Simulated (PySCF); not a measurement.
**Question.** What does the GFN2-xTB structure of `[SiH3]O[Si@@H]1CC[SiH2]N1` look like in three dimensions?

**Answer.** 
Z-matrix in Å and degrees, rows numbered from 1:
```
Si
O   1  1.6174
Si  2  1.6232  1  153.92
C   3  1.8949  2  114.09  1    71.00
C   4  1.5326  3  108.02  2  -147.88
Si  5  1.9011  4  108.59  3    37.13
N   3  1.7291  2  112.45  1   -38.34
H   1  1.4608  2  103.76  3  -159.64
H   1  1.4634  2  107.52  3    80.90
H   1  1.4635  2  110.00  3   -39.55
H   3  1.4613  2  102.98  1  -160.84
H   4  1.0921  3  109.23  2   -29.09
H   4  1.0905  3  113.30  2    89.37
H   5  1.0908  4  110.89  3   162.35
H   5  1.0916  4  108.67  3   -81.06
H   6  1.4666  5  113.43  4  -144.04
H   6  1.4699  5  113.33  4    88.63
H   7  1.0042  3  121.27  2   -48.83
```

Si1 (oxygen-bound silicon) is distorted tetrahedral (angles from 103.8° to 112.6°). Si3 (oxygen-bound silicon) is distorted tetrahedral (angles from 97.1° to 117.3°). N7 (nitrogen bridging silicon atoms) is planar (angles 121.3°, 121.3° and 117.4°, sum 360.0°, 0.01 Å off the plane of its three neighbours). The 5-membered ring Si3–C4–C5–Si6–N7 has internal angles of 96.7° to 117.4°; it is puckered, 0.17 Å rms from its mean plane, widest ring torsion 37°.

The geometry is computed with GFN2-xTB (gas phase).

Point group: C1 (no symmetry element, even within 0.4 Å). Stationary, but not proved a minimum. One conformer, not necessarily the lowest (Si1–O2–Si3–C4 71°, O2–Si3–C4–C5 -148°, Si3–C4–C5–Si6 37°, C4–C5–Si6–N7 -28°, C5–Si6–N7–Si3 8°).
